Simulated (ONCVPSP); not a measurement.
Logarithmic derivatives: holmium (Ho), ONCV

* Element: Ho
* Generator: ONCVPSP 4.0.1
* Type: optimised norm-conserving Vanderbilt (ONCV)
* Functional: PBE
* Relativity: scalar-relativistic
* Frozen core: [Xe] 4f10
* Valence charge: 3
* Reference configuration: 5d1 6s2
* Partial waves: 6s: rc 2.75 bohr, ncon 4, nbas 7, qcut 2.5 1/bohr, local; p scattering state at 0.29 Ha: rc 3.10 bohr, ncon 3, nbas 8, qcut 3.1 1/bohr, 1 projector; 5d: rc 2.75 bohr, ncon 4, nbas 8, qcut 6.5 1/bohr, 2 projectors, debl 1.5 Ha
* Local potential: the s channel
* Core correction: polynomial model core, fcfact 0.3

In the p channel the program set the typed energies aside and used 0.050 Ha.

The phase is arctan(r·R′/R) of the radial function R(r), unwrapped; energies in Ha, scanned from -2 to 5 Ha. A pole is an energy at which the radial function vanishes at the test radius. The pseudo phase is shifted by a multiple of π to meet the all-electron one at the reference energy, and phase errors are pseudo minus all-electron; the curves can meet again beyond the range given. Levels narrower than the energy grid can be missing from the lists of poles.

```json
{"channel": "s", "radius (bohr)": "2.79", "reference energy (Ha)": "-0.16", "poles, all-electron": "-1.98, 1.31", "poles, pseudo": "1.07, 4.27", "unbroken range about the reference energy with phases within 0.05 rad": "-1.7 to 1.1", "phase error 1 Ha above the reference energy (rad)": "-0.034"}
{"channel": "p", "radius (bohr)": "3.14", "reference energy (Ha)": "0.05", "poles, all-electron": "-1.04, 1.33, 4.79", "poles, pseudo": "1.03, 3.88", "unbroken range about the reference energy with phases within 0.05 rad": "-0.6 to 0.7", "phase error 1 Ha above the reference energy (rad)": "-0.071"}
{"channel": "d", "radius (bohr)": "2.79", "reference energy (Ha)": "-0.08", "poles, all-electron": "0.33, 3.31", "poles, pseudo": "0.33, 3.45", "unbroken range about the reference energy with phases within 0.05 rad": "below 4.3", "phase error 1 Ha above the reference energy (rad)": "+0.002"}
```

Phases in the p channel:

```json
{"E (Ha)": "-1.98", "all-electron": "1.358", "pseudo": "-1.768"}
{"E (Ha)": "-1.62", "all-electron": "1.316", "pseudo": "-1.794"}
{"E (Ha)": "-1.26", "all-electron": "1.181", "pseudo": "-1.831"}
{"E (Ha)": "-0.90", "all-electron": "-1.786", "pseudo": "-1.893"}
{"E (Ha)": "-0.54", "all-electron": "-1.972", "pseudo": "-2.018"}
{"E (Ha)": "-0.18", "all-electron": "-2.365", "pseudo": "-2.387"}
{"E (Ha)": "0.18", "all-electron": "-3.748", "pseudo": "-3.761"}
{"E (Ha)": "0.54", "all-electron": "-4.417", "pseudo": "-4.460"}
{"E (Ha)": "0.90", "all-electron": "-4.603", "pseudo": "-4.663"}
{"E (Ha)": "1.26", "all-electron": "-4.697", "pseudo": "-4.791"}
{"E (Ha)": "1.62", "all-electron": "-4.770", "pseudo": "-4.968"}
{"E (Ha)": "1.98", "all-electron": "-4.855", "pseudo": "-5.739"}
{"E (Ha)": "2.34", "all-electron": "-5.028", "pseudo": "-7.394"}
{"E (Ha)": "2.70", "all-electron": "-5.952", "pseudo": "-7.659"}
{"E (Ha)": "3.06", "all-electron": "-7.437", "pseudo": "-7.751"}
{"E (Ha)": "3.42", "all-electron": "-7.668", "pseudo": "-7.804"}
{"E (Ha)": "3.78", "all-electron": "-7.751", "pseudo": "-7.844"}
{"E (Ha)": "4.14", "all-electron": "-7.798", "pseudo": "-7.882"}
{"E (Ha)": "4.50", "all-electron": "-7.831", "pseudo": "-7.928"}
{"E (Ha)": "4.86", "all-electron": "-7.859", "pseudo": "-8.007"}
```
